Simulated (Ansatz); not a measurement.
The cluster NiPt2. Charge 0, multiplicity 5. Geometry PBE0-D4/def2-TZVP; atoms count from 1.

Cartesian coordinates in Å:
```
Pt 0.316 1.282 -0.490
Pt -1.318 -0.437 0.303
Ni 1.002 -0.845 0.187
```

In the def2 sets Pt takes a core potential; there is no spin–orbit coupling. At PBE0-D4/def2-TZVP a triplet of charge 0 lies 0.40 eV below the quintet, each at its own geometry. The structure comes from a short search, and lower isomers may exist.

(1) Estimate the Mulliken populations from the PBE0/def2-TZVP orbitals of Ansatz.

(2) Where does the spin sit?

(3) And the Mayer bond orders between heavy atoms (over 0.3)?

Results:

(1) 
| atom | charge (e) | spin (α − β) | d electrons |
| --- | --- | --- | --- |
| Pt1 | -0.17 | 1.31 | 8.83 |
| Pt2 | -0.14 | 1.35 | 8.80 |
| Ni3 | 0.30 | 1.34 | 8.65 |
Mulliken values depend strongly on the basis.

(2) Summed by element: Pt 2.66, Ni 1.34, of 4 unpaired in all. Largest on single atoms: Pt2 1.35, Ni3 1.34, Pt1 1.31.

(3) Pt1–Pt2 1.01 (2.50 Å); Pt1–Ni3 1.09 (2.33 Å); Pt2–Ni3 0.98 (2.36 Å).
